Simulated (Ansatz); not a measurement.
`[SeH][SiH]1BO1` + `[NH]1[AlH][SiH2]1` → `[SeH][SiH]1[NH][AlH]1` + `B1O[SiH2]1`  (formal exchange of groups at the Se–Si bond)

Isolated molecules relaxed with PBE0-D4/def2-TZVP in Ansatz; ΔE leaves out vibrations. CBS: MP2 limit from def2 TZ/QZ plus the TZ coupled-cluster correction, frozen cores. For Se outer-core shells are correlated without core-valence functions, which leaves a few kJ/mol of doubt a bond. Scalar relativity is left out up to krypton. One conformer a species, not always the lowest.

```json
{"species": "`[SeH][SiH]1BO1`", "CCSD(T)/CBS(def2) energy (Eh)": "-2791.59801"}
{"species": "`[NH]1[AlH][SiH2]1`", "CCSD(T)/CBS(def2) energy (Eh)": "-588.19433"}
{"species": "`[SeH][SiH]1[NH][AlH]1`", "CCSD(T)/CBS(def2) energy (Eh)": "-2988.93987"}
{"species": "`B1O[SiH2]1`", "CCSD(T)/CBS(def2) energy (Eh)": "-390.85529"}
```

Question: Work out ΔE.

Answer: ΔE = (-2988.93987) + (-390.85529) − (-2791.59801) − (-588.19433) = -0.00282 Eh = -7.4 kJ/mol.

Largest T1 diagnostic among the species: 0.017.

Leaving LDA and LC-ωPBE aside and taking each functional with its dispersion term where it has one, the values, not all of them listed here, spread over 2.8 kJ/mol, from BLYP-D4 to B97M-V.
